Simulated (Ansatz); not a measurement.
Cu3⁺. Charge 1, multiplicity 3. Geometry PBE0-D4/def2-TZVP; atoms count from 1.

```
atom   x (Å)   y (Å)   z (Å)
 Cu1   1.084   1.752  -1.408
 Cu2  -1.085  -1.750   1.410
 Cu3   0.001  -0.002  -0.002
```

At PBE0-D4/def2-TZVP a singlet of charge 1 lies 1.97 eV below the triplet, each at its own geometry. The structure comes from a short search, and lower isomers may exist.

Question: Estimate the Mulliken populations from the PBE0/def2-TZVP orbitals of Ansatz.

Answer: 
```tsv
atom	charge (e)	spin (α − β)	d electrons
Cu1	0.37	0.63	9.94
Cu2	0.37	0.63	9.94
Cu3	0.25	0.74	9.92
```
Mulliken values and Mayer orders depend strongly on the basis.

Question: Where does the spin sit?

Answer: Summed by element: Cu 2.00, of 2 unpaired in all. Largest on single atoms: Cu3 0.74, Cu2 0.63, Cu1 0.63.

Question: And the Mayer bond orders between bonded heavy atoms (over 0.3)?

Answer: Cu1–Cu3 0.51 (2.50 Å); Cu2–Cu3 0.51 (2.50 Å).
